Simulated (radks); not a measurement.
Values are calculated unless marked as measured or tabulated.
Task: Level of theory: scalar-relativistic Kohn-Sham, PBE, spin-polarised, spherical densities, point nucleus; open shells are filled with parallel spins first (a radial shooting solver on a logarithmic mesh with Libxc functionals). Each species is in its NIST ground configuration. Rank Cu3+, Br3+, V3+, Mn3+, Fe3+, Co3+, Ca3+, Kr3+, K3+, Ni3+, As3+, Ga3+, Ti3+, Sc3+, Cr3+, Zn3+, Se3+, Ge3+ by radius at which the density is 0.001 e/bohr^3 (bohr), largest first.

Result: Br3+ 3.28, Se3+ 3.27, Kr3+ 3.24, As3+ 3.15, Ge3+ 3.04, K3+ 2.89, Ca3+ 2.81, V3+ 2.79, Ti3+ 2.78, Cr3+ 2.77, Mn3+ 2.75, Sc3+ 2.73, Fe3+ 2.71, Co3+ 2.70, Ni3+ 2.68, Cu3+ 2.65, Zn3+ 2.62, Ga3+ 2.58.
